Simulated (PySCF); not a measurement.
CH4FInO, SMILES [CH3][In]([OH])[F]. Atoms are numbered in the order given.

```xyz
8

In    -0.0250     0.0177     0.0000
F      1.7547    -0.8516     0.0000
C     -0.2379     2.1552     0.0000
H      0.2529     2.5547     0.8978
H     -1.3039     2.4157     0.0000
H      0.2529     2.5547    -0.8978
O     -1.4172    -1.4200     0.0000
H     -1.0039    -2.2961     0.0000
```

Coordinates come from a B3LYP-D3(BJ)/def2-SVP optimisation. The def2 effective core potentials stand for the cores of In; spin–orbit coupling is left out. The values are those of a single conformer.

The numbers are results of TDA-ωB97X/def2-SVPD in PySCF, not measurements.

Vertical excitations. The molecule is in vacuum. State labels are in the subgroup Cs.

Computed UV-visible absorptions:
```
state  symmetry  energy (eV)  λ (nm)      f                                                              main pairs
-----  --------  -----------  ------  -----  ----------------------------------------------------------------------
S1           A"         6.11     203  0.030                                                          HOMO→LUMO 86 %
S2           A'         6.58     188  0.071                    HOMO−1→LUMO 44 %, HOMO→LUMO+1 38 %, HOMO−2→LUMO 10 %
S3           A"         6.76     183  0.012                                                      HOMO−1→LUMO+1 97 %
S4           A'         7.33     169  0.337  HOMO−2→LUMO 30 %, HOMO−1→LUMO 30 %, HOMO−4→LUMO 15 %, HOMO→LUMO+1 12 %
S5           A"         7.46     166  0.026                                                      HOMO−2→LUMO+1 90 %
S6           A"         7.66     162  0.065                                                        HOMO−3→LUMO 76 %
S7           A'         7.67     162  0.130                    HOMO−2→LUMO 43 %, HOMO→LUMO+1 26 %, HOMO−4→LUMO 14 %
S8           A'         7.86     158  0.192                    HOMO−4→LUMO 46 %, HOMO→LUMO+1 16 %, HOMO−1→LUMO 14 %
S9           A"         8.33     149  0.003                                                      HOMO−4→LUMO+1 95 %
S10          A'         8.50     146  0.073                                                      HOMO−3→LUMO+1 68 %
T1           A'         5.56     223      0                                                        HOMO−1→LUMO 83 %
T2           A"         5.72     217      0                                                          HOMO→LUMO 82 %
T3           A'         6.26     198      0                                                        HOMO−2→LUMO 79 %
T4           A'         6.48     191      0                                                        HOMO→LUMO+1 92 %
```
Triplets are in the Tamm–Dancoff approximation.
